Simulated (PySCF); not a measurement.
Se(OH)(GeH3) (GeH4OSe), SMILES [GeH3][Se]O.

Geometry optimised at PBE-D3(BJ)/def2-SVP. This is a generated structure with no PubChem entry under its InChIKey; it may be hypothetical. Other conformers were not sampled.

Two levels are set side by side: PBE/def2-TZVPD (PySCF) and CAM-B3LYP/def2-TZVPD (PySCF). Same geometry, gas phase. Differences are taken from unrounded values.

```csv
quantity,PBE
orbital gap (eV),3.04
highest occupied level (eV),-5.70
lowest empty level (eV),-2.66
dipole moment (D),1.59
mean polarisability (bohr³),72.2
```

Q: These are the PBE values. What does CAM-B3LYP give? (An estimate is asked for; the answer gives what the named calculation found.)

A: 
```json
[
 {"quantity": "orbital gap (eV)", "CAM-B3LYP": "7.52", "PBE minus CAM-B3LYP": "-4.48"},
 {"quantity": "highest occupied level (eV)", "CAM-B3LYP": "-8.19", "PBE minus CAM-B3LYP": "2.49"},
 {"quantity": "lowest empty level (eV)", "CAM-B3LYP": "-0.67", "PBE minus CAM-B3LYP": "-1.99"},
 {"quantity": "dipole moment (D)", "CAM-B3LYP": "1.85", "PBE minus CAM-B3LYP": "-0.26"},
 {"quantity": "mean polarisability (bohr³)", "CAM-B3LYP": "68.8", "PBE minus CAM-B3LYP": "3.4"}
]
```

PBE's occupied levels lie high since its potential decays too fast outside the molecule; exact exchange lowers them and widens the gap. PBE's more diffuse valence density responds more strongly to a field. Differences between two approximate levels are no errors against the true value.

Rough cost on one machine, each run with all the roots and properties that it gave: CAM-B3LYP against PBE within a factor of 2.
